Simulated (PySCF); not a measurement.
## Relaxation of triplet [RhO3]+

Level of theory: UB3LYP/[Rh def2-SVP with ECP28, O def2-SVP], scalar-relativistic core potentials, density fitting, no spin–orbit coupling, PySCF. A (50,194) grid was used.

A start at or just off a symmetric point, pushed along the force that breaks its symmetry, of Cs symmetry, free to break it:

```xyz
4
charge 1 multiplicity 3, angstrom
Rh   -0.0281    0.0000   -0.1389
O     1.7230    0.0000    0.3184
O    -0.7712    1.4292    0.2875
O    -0.7712   -1.4292    0.2875
```

Q: What forces act on the atoms at the start (eV/Å)?

A: 
| atom | Fx | Fy | Fz |
| --- | --- | --- | --- |
| Rh1 | 1.37 | 0.00 | 0.08 |
| O2 | -1.11 | 0.00 | -0.27 |
| O3 | -0.13 | 1.00 | 0.09 |
| O4 | -0.13 | -1.00 | 0.09 |

Q: What does it relax to?

A: It ends at Cs with Rh–O 1.688 Å (×2), Rh–O 1.754 Å; O–Rh–O 109.8° (×2), O–Rh–O 124.1° (after a last refinement on a finer grid). A frequency run shows a minimum. Other isomers or separated fragments may lie lower.

Q: How much energy is released, and in how many steps?

A: 8.3 kJ/mol in 5 steps.

The determinant is spin-contaminated (⟨S²⟩ = 2.22, pure value 2.00). Other spin states or occupations of the open shell can lie lower.
